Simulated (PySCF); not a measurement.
`[H]/N=C\[C@]12C[C@](S)(C1)C2`. Computed geometry: GFN2-xTB, gas phase.

```
atom  x, y, z in Å
H1     2.0982    1.6381   -1.2933
N2     2.6874    1.0906   -0.6651
C3     2.0727    0.2452    0.0273
C4     0.6206   -0.0302    0.0355
C5    -0.0776   -1.3868   -0.2352
C6    -1.1933   -0.3831    0.0784
S7    -2.9571   -0.7562    0.1118
C8    -0.4744    0.6290   -0.8312
C9    -0.3324    0.1226    1.2476
H10    2.6658   -0.3588    0.7106
H11    0.0846   -2.1808    0.4890
H12   -0.0284   -1.7650   -1.2533
H13   -3.3208    0.4820    0.4388
H14   -0.4668    0.4059   -1.8957
H15   -0.6848    1.6813   -0.6498
H16   -0.1844   -0.5596    2.0807
H17   -0.5162    1.1376    1.5938
```

Task: Where is the centre of mass (commonest isotopes), and what is the radius of gyration?

Result: Mass 127.046 u; centre at (-0.393, -0.142, -0.013) Å; Rg = √(Σ m r²/M) = 2.155 Å. As Ia + Ib + Ic = 2 Σ m r², the three principal moments sum to 1180.4 u·Å².

Task: Work out the bond lengths C3–C4, C4–C5, C4–C8, C5–H11, C5–H12 in bohr.

Result: For C3–C4 the difference vector is (-1.4521, -0.2754, 0.0082) Å, of length 1.4780 Å. 1 bohr = 0.529177 Å. C3–C4 2.793; C4–C5 2.928; C4–C8 2.918; C5–H11 2.054; C5–H12 2.054 bohr.

Task: Give the dihedral angles H1–N2–C3–H10, S7–C6–C8–H14, H10–C3–C4–C5, C5–C6–S7–H13.

Result: H1–N2–C3–H10 180° (antiperiplanar); S7–C6–C8–H14 -66° (synclinal); H10–C3–C4–C5 -57° (synclinal); C5–C6–S7–H13 180° (antiperiplanar). Dihedral signs follow IUPAC: positive where, seen along the central bond, the front bond turns clockwise onto the rear one.

Task: What are the angles C3–C4–C5, C6–C5–H12, H11–C5–H12, S7–C6–C9, C4–C8–H14, C4–C8–H15, C4–C9–C6, C4–C9–H17?

Result: From the scalar product of the two bond vectors; for C3–C4–C5 it is -1.3852 Å² over 1.4780 × 1.5496 Å², cos θ = -0.6048. C3–C4–C5 127.2°; C6–C5–H12 116.9°; H11–C5–H12 111.3°; S7–C6–C9 127.0°; C4–C8–H14 117.2°; C4–C8–H15 117.1°; C4–C9–C6 73.6°; C4–C9–H17 116.4°.

Task: How far apart are these pairs, which share no bond: C6···H10, C6···H14, S7···C8, C8···C9, H10···H16, H11···H13, H15···H16?

Result: C6···H10 3.911 Å (4 bonds apart); C6···H14 2.247 Å (2 bonds apart); S7···C8 2.995 Å (2 bonds apart); C8···C9 2.144 Å (2 bonds apart); H10···H16 3.169 Å (4 bonds apart); H11···H13 4.323 Å (4 bonds apart); H15···H16 3.568 Å (4 bonds apart).

Task: Write the matrix of distances between heavy atoms (Å, lower triangle).

Result: 
```
N2    0.000
C3    1.254  0.000
C4    2.453  1.478  0.000
C5    3.737  2.712  1.550  0.000
C6    4.217  3.326  1.848  1.533  0.000
S7    5.990  5.129  3.651  2.968  1.803  0.000
C8    3.200  2.715  1.544  2.139  1.539  2.995  0.000
C9    3.703  2.700  1.549  2.131  1.538  2.992  2.144  0.000
```

No frequency check. The numbers are those of one conformer.
